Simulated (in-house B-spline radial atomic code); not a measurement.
Orbital energies and mean radii along the 6-electron series, configuration 1s2 2s2 2p1/2(2). The effective charge is n√(-2ε), a non-relativistic measure. Computed with an all-electron radial atomic-structure program (B-spline basis): Dirac-Hartree-Fock, jj configuration that fills j = l - 1/2 first, finite nuclei.

| ion | Z | energy of 2p1/2 (Eh) | mean radius of 2p1/2 (bohr) | energy of 1s1/2 (Eh) | mean radius of 1s1/2 (bohr) | effective charge of 2p1/2 |
| --- | --- | --- | --- | --- | --- | --- |
| Br29+ | 35 | -123.75 | 0.15112 | -571.28 | 0.04252 | 31.464 |
| Kr30+ | 36 | -131.98 | 0.14633 | -606.41 | 0.041269 | 32.493 |
| Rb31+ | 37 | -140.49 | 0.14181 | -642.64 | 0.040085 | 33.524 |
| Sr32+ | 38 | ? | ? | ? | ? | ? |
| Zr34+ | 40 | -167.71 | 0.12967 | -758.03 | 0.036883 | 36.629 |
| Nb35+ | 41 | -177.36 | 0.12603 | -798.75 | 0.035918 | 37.668 |
| Mo36+ | 42 | -187.29 | 0.12257 | -840.61 | 0.034998 | 38.709 |
| Tc37+ | 43 | ? | ? | ? | ? | ? |
| Ru38+ | 44 | -208.05 | 0.11614 | -927.78 | 0.033281 | 40.797 |
| Rh39+ | 45 | -218.87 | 0.11315 | -973.11 | 0.032478 | 41.845 |
| Pd40+ | 46 | -230 | 0.11029 | -1019.62 | 0.031709 | 42.895 |
| Ag41+ | 47 | ? | ? | ? | ? | ? |
| Cd42+ | 48 | -253.16 | 0.10492 | -1116.19 | 0.030263 | 45.003 |
| In43+ | 49 | -265.2 | 0.10241 | -1166.27 | 0.029584 | 46.061 |
| Sn44+ | 50 | -277.56 | 0.099991 | -1217.57 | 0.02893 | 47.122 |
| Sb45+ | 51 | -290.23 | 0.097671 | -1270.1 | 0.028301 | 48.185 |
| Te46+ | 52 | -303.22 | 0.095439 | -1323.85 | 0.027695 | 49.252 |

**Question.** Fill in the row of Sr32+.

**Answer.** energy of 2p1/2 (Eh): -149.28; mean radius of 2p1/2 (bohr): 0.13754; energy of 1s1/2 (Eh): -679.98; mean radius of 1s1/2 (bohr): 0.038963; effective charge of 2p1/2: 34.557.

**Question.** Fill in the row of Tc37+.

**Answer.** energy of 2p1/2 (Eh): -197.52; mean radius of 2p1/2 (bohr): 0.11928; energy of 1s1/2 (Eh): -883.62; mean radius of 1s1/2 (bohr): 0.03412; effective charge of 2p1/2: 39.752.

**Question.** Fill in the row of Ag41+.

**Answer.** energy of 2p1/2 (Eh): -241.43; mean radius of 2p1/2 (bohr): 0.10755; energy of 1s1/2 (Eh): -1067.31; mean radius of 1s1/2 (bohr): 0.030971; effective charge of 2p1/2: 43.948.

**Question.** How does the screening of 2p1/2 change?

**Answer.** Z less the effective charge goes from 3.54 at Z = 35 to 2.75 at Z = 52.
